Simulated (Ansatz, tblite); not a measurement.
Cost and result up the ladder for WOF4 (6 atoms). Total charge 0; singlet. Geometry: PBE0-D4/def2-SVP.

Cartesian coordinates in Å:
```
W -0.0369 0.0102 -0.0187
O -1.4832 0.4088 -0.7524
F 1.2262 1.1059 -0.8168
F 0.6711 -1.3503 -1.0584
F -0.4657 -1.3157 1.2026
F 0.0885 1.1411 1.4437
```

Ansatz on 4 threads of Intel Xeon on a shared host; xTB runs through tblite on one thread. Times are rough, summed over both states, and most runs start from the orbitals of an earlier one. PBE0-D4/def2-TZVP serves as the yardstick here, not as an exact answer. Differences are given only for rows in sets of like size (and for xTB, whose basis is part of the method), since another set adds its own error. The other state is a doublet.

In the def2 sets W takes a core potential; there is no spin–orbit coupling. The xTB rows come from tblite. Correlated methods freeze 5 core orbitals; core or outer-core shells of W are correlated, in sets that lack core-valence functions. The rows differ in basis, and correlated rows in double-zeta sets carry the largest basis error. In CCSD on the charge 1 doublet the largest single amplitude is 0.19, so its Hartree–Fock determinant may place the open shell otherwise than the density functionals do. HOMO above LUMO, or a gap near zero within one spin, warns that the state may not be the lowest or that an electron is smeared out.

Correlated methods converge slowly with the basis, most of all in double-zeta sets.

Raw xTB energies of ions are shifted by several eV.

```tsv
level	functions	wall time
GFN1-xTB	29	0.01 s
GFN2-xTB	29	0.012 s
PBE-D4/def2-TZVP	195	7.5 s
PBE0-D4/def2-TZVP	195	13 s
r2SCAN-D4/def2-TZVP	195	15 s
CCSD(T)/def2-SVP	102	47 s
```

(1) Estimate what each level gives for the vertical IE (eV).

Answers

(1) 
| level | vertical IE (eV) | difference from PBE0-D4/def2-TZVP (eV) | remarks |
| --- | --- | --- | --- |
| GFN1-xTB | 17.46 | 3.57 | – |
| GFN2-xTB | 17.68 | 3.78 | – |
| PBE-D4/def2-TZVP | 13.34 | -0.55 | gap within one spin near zero (+1 doublet) |
| PBE0-D4/def2-TZVP | 13.90 | 0.00 | – |
| r2SCAN-D4/def2-TZVP | 13.59 | -0.31 | – |
| CCSD(T)/def2-SVP | 14.14 | – | – |
